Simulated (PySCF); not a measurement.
A run for PySCF: R-M06-2X/6-31G* on CH7GeN (SMILES [CH3][GeH2][NH2]), a point of a torsion scan.

```python
from pyscf import gto, scf, dft, mp
from pyscf.data.elements import chemcore

mol = gto.M(
    atom='''
    C     1.31748971    0.49717254    0.01412358
    Ge   -0.16050154   -0.79987378    0.00074596
    N    -1.73984432    0.07971455    0.13808348
    H     2.26916681    0.01176004   -0.17895174
    H     1.16177128    1.25089705   -0.75422626
    H     1.38254142    1.00069429    0.97568492
    H    -0.04361559   -1.81136082    1.11623308
    H    -0.20527840   -1.57470827   -1.29080979
    H    -1.70900167    1.08478743    0.20538068
    H    -2.44952353   -0.27432827    0.75877852
    ''',
    basis='6-31g*',
    cart=True,
    charge=0, spin=0, verbose=3, max_memory=1800)
mf = dft.RKS(mol, xc='m062x')
mf.conv_tol = 1e-8
mf.max_cycle = 100
mf.kernel()
if not mf.converged:
    mf = mf.newton().run(mf.mo_coeff, mf.mo_occ)
```

The log:

```
converged SCF energy = -2173.72916495677
```

The run converged.

Cost: around 13 core-seconds (rough).
